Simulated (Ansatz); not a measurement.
The cluster SbAs₂⁺. The state is a triplet with charge 1. Geometry r2SCAN-D4/def2-TZVP; atoms count from 1.

```xyz
3

As    0.961   -0.914   -0.651
As    0.720    0.743    0.778
Sb   -1.680    0.171   -0.127
```

In the def2 sets Sb takes a core potential; there is no spin–orbit coupling. At PBE0-D4/def2-TZVP a singlet of charge 1 lies 1.22 eV below the triplet, each at its own geometry. The structure comes from a short search, and lower isomers may exist.

**Question.** Estimate the Mulliken populations from the PBE0/def2-TZVP orbitals of Ansatz.

**Answer.** 
```
atom  charge (e)  spin (α − β)
 As1        0.27          0.62
 As2        0.23         -0.13
 Sb3        0.51          1.51
```
Mulliken values and Mayer orders depend strongly on the basis.

**Question.** Where does the spin sit?

**Answer.** Summed by element: As 0.49, Sb 1.51, of 2 unpaired in all. Largest on single atoms: Sb3 1.51, As1 0.62, As2 -0.13.

**Question.** And the Mayer bond orders between bonded heavy atoms (over 0.3)?

**Answer.** As1–As2 1.96 (2.20 Å); As1–Sb3 0.76 (2.90 Å); As2–Sb3 0.99 (2.63 Å).
